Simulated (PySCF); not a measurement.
**Checking a proposed structure**

A compound C4H3FN2 gives the data below (simulated from a calculation) and was assigned the structure `Fc1cnccn1`.

13C{1H} NMR (computed): δ 173.8 (C), 168.8 (CH, 2C), 123.3 (CH).

1H NMR (400 MHz, computed): δ 8.81 (m, 2H), 7.17 (t, 1H).

PySCF 2.14.0 with density-fitted response routines calculation with B97-2/pcSseg-2 with gauge-including orbitals and geometry from PBE0-D3(BJ)/def2-TZVP; no relativistic terms, averaged over atoms made equivalent by symmetry, fast rotation or ring inversion, isolated molecule, single conformer.

δ = σ(ref) − σ, references computed at the same level: 1H and 13C vs TMS.

Problem. Compare with the shifts computed for the proposed structure, pairing carbons in order of shift.

Solution. Structure with atom numbers: `[F:1][c:2]1[cH:3][n:4][cH:5][cH:6][n:7]1`. Hydrogens are named by the atom that carries them.

```
atom  computed for proposal  given list  difference
  C2                  170.3       173.8        -3.5
  C6                  149.2       168.8       -19.6
  C5                  148.8       168.8       -20.0
  C3                  140.8       123.3       +17.5
```

The rms difference is 16.6 ppm and the largest -20.0 ppm at C5 (aromatic CH next to a ring nitrogen). The proposal also would give 4 carbon signals, not 3. The proposal doesn't fit.

Problem. Which isomer fits?

Solution. 2-Fluoropyrimidine.

- Carbon types of the structure: 1 × C, 3 × CH, which accounts for all hydrogens.
- δC 173.8: aromatic carbon bearing fluorine; σ withdrawal by the attached heteroatom moves it downfield of the ring CH carbons.
- δC 168.8: aromatic CH next to a ring nitrogen; the adjacent pyridine-type nitrogen withdraws density from it.
- δC 123.3: aromatic CH.
- δH 8.81: hydrogen on an aromatic CH next to a ring nitrogen; ring current plus the neighbouring ring nitrogen.

This is the structure that produced the data.

Splittings by 19F in the carbon and heteronuclear signals aren't shown, as no couplings were computed. Shifts are as computed. Against solution values, carbons near 30 ppm lie about +3 ppm off and those near 130 ppm about +7 ppm. Of 1211 compounds with measured shifts, 218 miss one by over three times the rms of a fit or turn the order of signals round; such compounds aren't used in these exercises. No couplings were computed; multiplicities are counted from neighbouring protons, with m where these are inequivalent, close in shift, in a saturated or five-membered ring or joined by F or P, and br s for small geminal =CH2 splittings.
